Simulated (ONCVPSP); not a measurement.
Varying the ONCV potential for Ru

Base potential:

| Quantity | Value |
| --- | --- |
| Element | ruthenium (Ru) |
| Generator | ONCVPSP 4.0.1 |
| Type | optimised norm-conserving Vanderbilt (ONCV) |
| Functional | PBEsol |
| Relativity | scalar-relativistic |
| Frozen core | [Ar] 3d10 |
| Valence charge | 16 |
| Reference configuration | 4s2 4p6 4d7 5s1 |
| Partial waves | 4s+5s: rc 1.30 bohr, ncon 4, nbas 7, qcut 6.9 1/bohr, 2 projectors; 4p: rc 1.15 bohr, ncon 3, nbas 7, qcut 8.6 1/bohr, 2 projectors, debl 3 Ha; 4d: rc 1.40 bohr, ncon 5, nbas 9, qcut 6.7 1/bohr, 3 projectors, debl 0.7 Ha |
| Local potential | polynomial inside 1.10 bohr (lpopt 5, dvloc0 2 Ha) |
| Core correction | Teter function fitted to the true core (icmod 2), fcfact 0.75 |

Cutoffs, loose and tight: the cutoffs (Ha) at which the residual kinetic energy of the hardest occupied pseudo-wave falls to 1 and 0.1 mHa per electron. They do not see the model core or the augmentation charge, which bear on the density cutoff. Test errors are all-electron minus pseudo excitation energies from the reference, over the configurations 4s2 4p6 4d7 5s0; 4s2 4p6 4d6 5s0; 4s2 4p6 4d5 5s0; 4s2 4p6 4d8 5s0. A dash means not determined; rows that change the core or the reference have their own tests.

A true bound ghost makes a file unfit for plane-wave use even where its test errors are small: the radial tests pick states by their node count and pass the ghost by.

| change | outcome | cutoff, loose | cutoff, tight | bound ghosts | GHOST(+) flags above zero | largest test error (meV) |
| --- | --- | --- | --- | --- | --- | --- |
| base | generated | 34 Ha | 116 Ha | d | s | -2.7 |
| functional PBE | generated | 34 Ha | 114 Ha | d | s, d | -2.9 |
| s: qcut 8.1 | generated | 32 Ha | 116 Ha | d | s | -2.5 |
| reference 4s2 4p6 4d7 5s0.5 5p0.5; wave 4p: rc 1.15 bohr, ncon 3, nbas 7, qcut 8.6 1/bohr, 2 projectors, debl 3 Ha becomes 4p+5p: rc 1.15 bohr, ncon 3, nbas 7, qcut 8.6 1/bohr, 2 projectors | generated | 34 Ha | 116 Ha | d | s | -1.1 over the solved tests; 1 of 4 tests not solved or not reliable |
| local potential polynomial inside 1.10 bohr (lpopt 5, dvloc0 3 Ha) | generated | 34 Ha | 116 Ha | d | s, d | -2.7 |
| p: rc 1.58 | generated | 34 Ha | 116 Ha | d | s | -2.8 |
| core [Kr], valence charge 8; reference 4d7.5 5s0.5; waves now 5s: rc 2.75 bohr, ncon 4, nbas 7, qcut 2.3 1/bohr, 1 projector; p scattering state at 0.29 Ha: rc 2.15 bohr, ncon 4, nbas 7, qcut 4 1/bohr, 2 projectors, debl 2.8 Ha; 4d: rc 1.90 bohr, ncon 5, nbas 10, qcut 7 1/bohr, 2 projectors, debl 2.5 Ha; local potential polynomial inside 1.60 bohr (lpopt 5, dvloc0 0 Ha) | generated | 20 Ha | 23 Ha | s, p | p | -49 |
| d: rc 1.1 | generated | 115 Ha | 229 Ha | d | s, d | -3.4 |
| d: rc 1.15, qcut 8.2, nproj 0; local potential the d channel | generated | 34 Ha | 174 Ha | none | none | +4.2 |
| p: nproj 3 | generated | 34 Ha | 116 Ha | d | s | -2.7 |

Problem. What comes out with this change to the base: s: qcut 4.3?

Solution. outcome: generated; cutoff, loose: 71 Ha; cutoff, tight: 116 Ha; bound ghosts: d; GHOST(+) flags above zero: s; largest test error (meV): -3.6.
